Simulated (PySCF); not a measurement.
# What a mistake does to a calculation on BC2H6O

All numbers below are calculated, not measured. They come from PySCF 2.14.0, an open-source quantum chemistry program, on an isolated molecule that a program drew, which may never have been made. The molecule is BC2H6O (charge 0, doublet), drawn as the SMILES string `CB[CH]O`.

Each row is a Hartree-Fock (HF) and frozen-core CCSD(T) single point in the cc-pVDZ basis, meant for a local HF minimum. Run 1 is clean. Each other run has one planted mistake out of seven kinds, and not every kind appears here: one electron removed, one electron added, multiplicity raised by two, geometry at a saddle point, minimal basis STO-3G, one bond length entered in bohr, all coordinates scaled. The reference is restricted for singlets and unrestricted otherwise, and also for a bond in bohr. Adding or removing an electron swaps singlet and doublet. Electrons count all cores. HOMO and LUMO are orbital energies over both spins, the gradient is its largest component, and the lowest frequency (negative if imaginary) is given only where the gradient is small. Bond lengths are over the 9 bonds as drawn. T1 is the CCSD diagnostic: over 0.02 (restricted) or 0.045 (unrestricted) a single reference is doubtful.

Geometry of the clean run:
```xyz
10
BC2H6O, angstrom
C     0.0911    0.4169   -1.2042
B     1.4903    1.1019   -0.9251
C     1.9478    1.4470    0.4863
O     3.1393    2.0287    0.7072
H    -0.5050    0.2185   -0.3092
H    -0.5049    1.0438   -1.8780
H     0.2376   -0.5323   -1.7329
H     2.2257    1.3644   -1.8407
H     1.3573    1.2508    1.3798
H     3.2775    2.1783    1.6300
```

```
run  electrons  basis functions  <S^2>  HOMO (eV)  LUMO (eV)  gradient (hartree/bohr)  lowest frequency (cm^-1)  mean bond (Å)  longest bond (Å)      T1  HF (hartree)  CCSD(T) (hartree)             mistake
  1         31               86  0.758      -9.01       2.02                  9.6e-06                       125         1.2193             1.583  0.0182    -178.75296         -179.34784            no fault
  2         32               86  0.000      -0.19       9.71                  7.5e-02                         -         1.2193             1.583  0.0131    -178.71175         -179.35053  one electron added
  3         31               86  0.760      -9.30       1.77                  5.2e-02                         -         1.2912             1.676  0.0213    -178.72470         -179.33109                   ?
  4         30               86  0.000     -18.12      -6.47                  1.1e-01                         -         1.2193             1.583  0.0224    -178.47042         -179.06095                   ?
```

**Which mistake was planted in run 3, and what did it cost?**

The mean and the longest bond both change by the same factor, 1.059, and the gradient is no longer small. So the mistake is: all coordinates scaled. Subtracting run 1 and multiplying by 627.51 kcal/mol a hartree, the energy moved by 17.7 kcal/mol in HF and 10.5 kcal/mol in CCSD(T).

**Which mistake was planted in run 4, and what did it cost?**

It counts 30 electrons, one fewer than the clean run, at the same geometry and basis. So the mistake is: one electron removed. Subtracting run 1 and multiplying by 627.51 kcal/mol a hartree, the energy moved by 177.3 kcal/mol in HF and 180.0 kcal/mol in CCSD(T).

Cautions from the logs. Run 4: T1 is over the limit, so its CCSD(T) energy is less reliable.
